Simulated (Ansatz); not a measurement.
`FC(F)(F)C[O][Ti]([F])([F])[F]` + CH₃NH₂ → `CNCC(F)(F)F` + `[OH][Ti]([F])([F])[F]`  (substitution at a C–O bond)

Program: Ansatz. Geometries: PBE0-D4/def2-TZVP. ΔE: electronic, gas phase. CCSD(T)/CBS is the MP2 limit (def2-TZVPP, def2-QZVPP) plus CCSD(T) − MP2 in def2-TZVPP, frozen cores. DFT in def2-TZVPP. B3LYP here is the variant with VWN-RPA as its local correlation; programs differ in this. For Ti outer-core shells are correlated without core-valence functions, which leaves a few kJ/mol of doubt a bond. Scalar relativity is left out up to krypton. Each species was taken in one conformer, which may not be the lowest.

```
             level  ΔE (kcal/mol)  difference from CCSD(T)/CBS
            PBE-D4           -4.7                          0.7
           BLYP-D4           -3.4                          2.0
           PBE0-D4           -5.3                          0.1
          B3LYP-D4           -4.0                          1.4
        r2SCANh-D4           -5.2                          0.2
          BHLYP-D4           -4.4                          1.0
      CAM-B3LYP-D4           -4.8                          0.6
           ωB97M-V           -5.8                         -0.4
            B2PLYP           -4.8                          0.6
            revPBE           -4.4                          1.0
              PBE0           -5.6                         -0.2
           r2SCANh           -5.3                          0.1
           r2SCAN0           -5.7                         -0.3
CCSD(T)/def2-TZVPP           -5.0                          0.4
     HF/def2-QZVPP           -4.3                          1.1
      HF/CBS(def2)           -4.3                          1.1
       CCSD(T)/CBS           -5.4                            0
```

Largest T1 diagnostic among the species: 0.023, so the coupled-cluster value is less sure than usual.

At CCSD(T), def2-SVP lies +2.1 kcal/mol from the extrapolated value and def2-TZVPP +0.4 kcal/mol. From BLYP to BHLYP (50 % exact exchange), in def2-TZVPP and without D4, ΔE moves by −1.3 kcal/mol. Leaving LDA and LC-ωPBE aside and taking each functional with its dispersion term where it has one, the values, not all of them listed here, spread over 2.5 kcal/mol, from PBE-QIDH to BLYP-D4. LDA lies −1.4 kcal/mol from PBE without D4.
